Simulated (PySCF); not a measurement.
**B(2+): ionisation energy**

B(2+) [He] 2s1 (2S) → B(3+) 1s2 (1S), as a difference of total energies. Computed with PySCF 2.14 in x2c-QZVPPall, with scalar relativity by spin-free X2C-1e. Correlated levels: valence and next inner shell: nothing frozen. The calculations carry no spin-orbit coupling.

| method | ionisation energy (eV) |
| --- | --- |
| UHF | 37.829 |
| MP2 (valence and next inner shell) | 37.862 |
| SCS-MP2 (valence and next inner shell) | 37.860 |
| CCSD (valence and next inner shell) | 37.868 |
| CCSD(T) (valence and next inner shell) | 37.868 |

Question: How much does correlation contribute at CCSD(T) (valence and next inner shell)?

Answer: 37.868 − (37.829) = 0.039 eV, measured against UHF.

Errors of the correlated levels include the incompleteness of this basis.

For comparison: 37.931 eV (measured; NIST Atomic Spectra Database, ionization energies).
